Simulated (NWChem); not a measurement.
Everything below was run with NWChem. System: C₃H₈OSi, charge 0, spin multiplicity 1, at a geometry optimised with B3LYP/def2-SVP. The structure started from a generated list of species. Level: RHF/def2-SVP.

Job file:

```
start mol
memory heap 200 mb stack 800 mb global 1000 mb
geometry units angstroms nocenter noautoz noautosym
  O      2.073626     0.831843    -0.365606
  Si     1.008433    -0.267422     0.312309
  C     -0.663805    -0.278618    -0.519470
  C     -1.883141    -0.801475     0.224310
  C     -1.775543     0.661459    -0.078109
  H      1.798308     1.756068    -0.372203
  H      0.763635     0.026044     1.761807
  H      1.689509    -1.581340     0.170254
  H     -0.648549    -0.504121    -1.593134
  H     -2.604193    -1.399249    -0.340732
  H     -1.762764    -1.123245     1.264432
  H     -2.424449     1.080090    -0.853170
  H     -1.583636     1.346735     0.754875
end
basis spherical
  * library def2-svp
end
scf
  rhf
  nopen 0
  maxiter 100
  thresh 1e-7
  semidirect memsize 60000000 filesize 0
end
task scf energy
```

Output (cleaned and shortened):

```
             Northwest Computational Chemistry Package (NWChem) 7.3.0
             --------------------------------------------------------

                                NWChem Input Module
                                -------------------

 Scaling coordinates for geometry "geometry" by  1.889725989
 (inverse scale =  0.529177249)

                             Geometry "geometry" -> ""
                             -------------------------

 Output coordinates in angstroms (scale by  1.889725989 to convert to a.u.)

  No.       Tag          Charge          X              Y              Z
 ---- ---------------- ---------- -------------- -------------- --------------
    1 O                    8.0000     2.07362600     0.83184300    -0.36560600
    2 Si                  14.0000     1.00843300    -0.26742200     0.31230900
    3 C                    6.0000    -0.66380500    -0.27861800    -0.51947000
    4 C                    6.0000    -1.88314100    -0.80147500     0.22431000
    5 C                    6.0000    -1.77554300     0.66145900    -0.07810900
    6 H                    1.0000     1.79830800     1.75606800    -0.37220300
    7 H                    1.0000     0.76363500     0.02604400     1.76180700
    8 H                    1.0000     1.68950900    -1.58134000     0.17025400
    9 H                    1.0000    -0.64854900    -0.50412100    -1.59313400
   10 H                    1.0000    -2.60419300    -1.39924900    -0.34073200
   11 H                    1.0000    -1.76276400    -1.12324500     1.26443200
   12 H                    1.0000    -2.42444900     1.08009000    -0.85317000
   13 H                    1.0000    -1.58363600     1.34673500     0.75487500

 Effective nuclear repulsion energy (a.u.)     227.5261281146

            Nuclear Dipole moment (a.u.)
            ----------------------------
        X                 Y               Z
 ---------------- ---------------- ----------------
    -0.0000056692     0.0000264562    -0.0000132281


 Summary of "ao basis" -> "" (spherical)
 ------------------------------------------------------------------------------
[...]
              MO Center=  8.1D-01,  6.7D-01,  1.4D-01, r^2= 5.7D+00
   Bfn.  Coefficient  Atom+Function         Bfn.  Coefficient  Atom+Function
  ----- ------------  ---------------      ----- ------------  ---------------
    49     -0.933048   4 C  s                 3      0.880172   1 O  s
    76     -0.713499   6 H  s                63      0.702749   5 C  s
    26     -0.653565   2 Si py              111     -0.505901  13 H  s
    25     -0.401940   2 Si px              101      0.392323  11 H  s
    96      0.359893  10 H  s                27      0.327172   2 Si pz

 Vector   26  Occ=0.000000D+00  E= 1.784849D-01
              MO Center= -1.5D+00, -2.2D-01, -6.1D-01, r^2= 6.9D+00
   Bfn.  Coefficient  Atom+Function         Bfn.  Coefficient  Atom+Function
  ----- ------------  ---------------      ----- ------------  ---------------
    49      1.128318   4 C  s                35      1.118963   3 C  s
    63      1.089507   5 C  s                91     -1.005442   9 H  s
   106     -0.995689  12 H  s                96     -0.971953  10 H  s
   111     -0.560957  13 H  s                25      0.534762   2 Si px
   101     -0.486943  11 H  s                41     -0.383355   3 C  pz

 Vector   27  Occ=0.000000D+00  E= 1.993225D-01
              MO Center= -9.7D-01, -2.6D-02,  5.3D-01, r^2= 7.0D+00
   Bfn.  Coefficient  Atom+Function         Bfn.  Coefficient  Atom+Function
  ----- ------------  ---------------      ----- ------------  ---------------
   111      1.083440  13 H  s               101      1.074394  11 H  s
    91     -0.755539   9 H  s               106     -0.610376  12 H  s
    49     -0.561936   4 C  s                25     -0.542709   2 Si px
    69     -0.542352   5 C  pz               27     -0.508520   2 Si pz
    96     -0.490209  10 H  s                55     -0.467798   4 C  pz

 center of mass
 --------------
 x =   0.10090992 y =   0.00854035 z =  -0.01698561

 moments of inertia (a.u.)
 ------------------
         202.680866365819         -99.920610407259           3.568371220996
         -99.920610407259         806.636546614347          32.737544325270
           3.568371220996          32.737544325270         883.144052973338

  Mulliken analysis of the total density
  --------------------------------------

    Atom       Charge   Shell Charges
 -----------   ------   -------------------------------------------------------
    1 O    8     8.57   1.99  1.04  0.70  2.85  1.97  0.01
    2 Si  14    12.98   2.00  1.99  0.90  0.05  5.94  1.15  0.60  0.34
    3 C    6     6.51   1.99  0.85  0.47  2.06  1.10  0.04
    4 C    6     6.07   1.99  0.85  0.30  2.04  0.84  0.05
    5 C    6     6.07   1.99  0.85  0.30  2.04  0.85  0.05
    6 H    1     0.79   0.66  0.05  0.07
    7 H    1     1.19   0.75  0.43  0.01
    8 H    1     1.17   0.75  0.40  0.01
    9 H    1     0.92   0.74  0.15  0.02
   10 H    1     0.93   0.75  0.16  0.03
   11 H    1     0.93   0.75  0.16  0.03
   12 H    1     0.93   0.75  0.16  0.03
   13 H    1     0.94   0.75  0.16  0.02

       Multipole analysis of the density wrt the origin
       ------------------------------------------------

     L   x y z        total         open         nuclear
     -   - - -        -----         ----         -------
     0   0 0 0      0.000000      0.000000     48.000000

     1   1 0 0     -0.729757      0.000000     -0.000006
     1   0 1 0      0.383193      0.000000      0.000026
     1   0 0 1     -0.013409      0.000000     -0.000013

     2   2 0 0    -33.280236      0.000000    417.243507
     2   1 1 0      1.012592      0.000000     53.024500
     2   1 0 1      1.376843      0.000000      0.854050
     2   0 2 0    -26.956464      0.000000     91.137520
     2   0 1 1     -0.028457      0.000000    -18.015109
     2   0 0 2    -29.511420      0.000000     47.190302

 Task  times  cpu:        5.2s     wall:        5.2s

 Total times  cpu:        5.2s     wall:        5.2s
```
